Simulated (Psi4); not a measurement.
Complex: N2 (SMILES N#N) (first 2 atoms) with PH3 (SMILES P); geometry from B3LYP-D3(BJ)/def2-TZVP, rigid monomers moved along the line of their centres of mass till N2···H6 is 5.88 Å.
(charge 0, multiplicity 1):
```
atom    x (Å)    y (Å)    z (Å)
----  -------  -------  -------
N     -0.4741   0.5288  -0.2586
N      0.5442   0.1394  -0.2948
P      0.2777  -0.5778   6.3287
H     -0.7084  -1.1940   5.5161
H      0.0722   0.7015   5.7509
H      1.3327  -0.9017   5.4375
```

All values below come from SAPT0/jun-cc-pV(D+d)Z in Psi4.

### Question
Which attractive term is largest, and how does the interaction split up?

### Answer
electrostatics 0.0, exchange 0.0, induction 0.0, dispersion -0.9, total -0.9 meV; the largest attraction is dispersion.
